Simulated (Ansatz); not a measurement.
```yaml
crystal:
  periodic: [false, false, false]
  atoms:
    - {symbol: F, position_ang: [-2.672434, -0.705894, 0.128050]}
    - {symbol: B, position_ang: [-1.552400, -0.033674, 0.326322]}
    - {symbol: O, position_ang: [-0.393842, -0.690322, 0.126374]}
    - {symbol: C, position_ang: [0.842207, -0.032114, 0.266455]}
    - {symbol: S, position_ang: [1.440556, 0.716724, -1.259279]}
    - {symbol: H, position_ang: [-1.599803, 1.106682, 0.687600]}
    - {symbol: H, position_ang: [1.562158, -0.763559, 0.628662]}
    - {symbol: H, position_ang: [0.777685, 0.791573, 0.982432]}
    - {symbol: H, position_ang: [1.684274, -0.435712, -1.903717]}
basis:
  gaussian: {orbitals: pcseg-2}
hamiltonian: {xc: {name: HF}}
correlation: {active_space: {window: {electrons: 6, orbitals: 2}}}
accuracy: high
output: {forces: true}
```

```sh
$ ansatz run in.yaml --threads 2 --pin off --events-out ev --progress --plain --max-ram 4352MiB
```

Output, abridged:

```
Functional definition: HF
3803 factors; integrals over basis functions are off by at most 3.0e-8 eV
mean field evaluation 1: about -17328.0458 eV, gradient 3.8e1 eV
mean field evaluation 2: about -17328.1986 eV, gradient 3.8e1 eV
mean field evaluation 4: about -17331.3653 eV, gradient 3.9e0 eV
mean field evaluation 8: about -17331.4235 eV, gradient 3.3e-1 eV
mean field evaluation 16: about -17331.4239 eV, gradient 1.4e-8 eV
mean field -17331.42394640 eV, -636.9180823692 hartree, gradient 7.7e-8 eV, S^2 0.000000; 0 other end points of the search recorded, 0 dependent functions left out
reference -17331.42394640 eV, -636.9180823692 hartree; 24, 24 occupied and 186, 186 virtual orbitals, 3803 factors
Error: 6 electrons in 2 orbitals form no window around the highest filled level of the reference
```

Q: Something in this input is off. What?

A: The active space doesn't fit the electrons. The run stopped with an error.
